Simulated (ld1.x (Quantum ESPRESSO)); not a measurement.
## Pb (Z = 82) TM: all-electron and pseudo phase curves

ld1.x (Quantum ESPRESSO) 7.5 input, shortened:

```
&input
   title='Pb', zed=82., rel=1, dft='PZ', iswitch=3,
   config='[Xe] 4f14 5d10 6s2 6p1'
 /
 &inputp
   pseudotype=2, tm=.true., lloc=1,
   nlcc=.true., rcore=0.76
 /
3
6S  1  0   2.00   0.00  1.65  1.65  0.0
5D  3  2  10.00   0.00  1.60  1.60  0.0
6P  2  1   1.00   0.00  2.15  2.15  0.0
 &test
   configts(1)='5d10 6s2 6p1'
 /
```

The phase is arctan(r·u′/u) with u = r·R(r), unwrapped; energies in Ry, scanned from -4 to 5 Ry. A pole is an energy at which the radial function vanishes at the test radius. The pseudo phase is shifted by a multiple of π to meet the all-electron one at the reference energy, and phase errors are pseudo minus all-electron; the curves can meet again beyond the range given. Levels narrower than the energy grid can be missing from the lists of poles.

Q: For each channel, where are the poles, and over which energies does the pseudopotential scatter like the atom?

A:

| channel | radius (bohr) | reference energy (Ry) | poles, all-electron | poles, pseudo | unbroken range about the reference energy with phases within 0.05 rad | phase error 1 Ry above the reference energy (rad) |
| --- | --- | --- | --- | --- | --- | --- |
| s | 2.34 | -1.44 | 0.81 | 0.42, 4.31 | below 0.6 | -0.015 |
| p | 2.34 | -0.75 | 2.97 | 2.39 | below 2.7 | -0.019 |
| d | 2.34 | -2.13 | -1.83 | -1.81 | below -0.2 | +0.020 |

Phases in the p channel:

```tsv
E (Ry)	all-electron	pseudo
-4.00	1.309	1.301
-3.76	1.296	1.288
-3.52	1.281	1.274
-3.28	1.264	1.257
-3.04	1.245	1.237
-2.80	1.222	1.214
-2.56	1.194	1.187
-2.32	1.159	1.153
-2.08	1.116	1.110
-1.84	1.060	1.054
-1.60	0.985	0.980
-1.36	0.880	0.876
-1.12	0.728	0.725
-0.88	0.498	0.498
-0.64	0.164	0.163
-0.40	-0.248	-0.253
-0.16	-0.623	-0.635
0.08	-0.893	-0.910
0.32	-1.073	-1.093
0.56	-1.195	-1.218
0.80	-1.282	-1.306
1.04	-1.345	-1.371
1.28	-1.394	-1.422
1.52	-1.433	-1.464
1.76	-1.465	-1.498
2.00	-1.492	-1.528
2.24	-1.515	-1.555
2.48	-1.536	-1.580
2.72	-1.554	-1.604
2.96	-1.570	-1.628
3.20	-1.585	-1.653
3.44	-1.600	-1.679
3.68	-1.614	-1.707
3.92	-1.627	-1.741
4.16	-1.641	-1.782
4.40	-1.654	-1.835
4.64	-1.668	-1.911
4.88	-1.682	-2.026
```
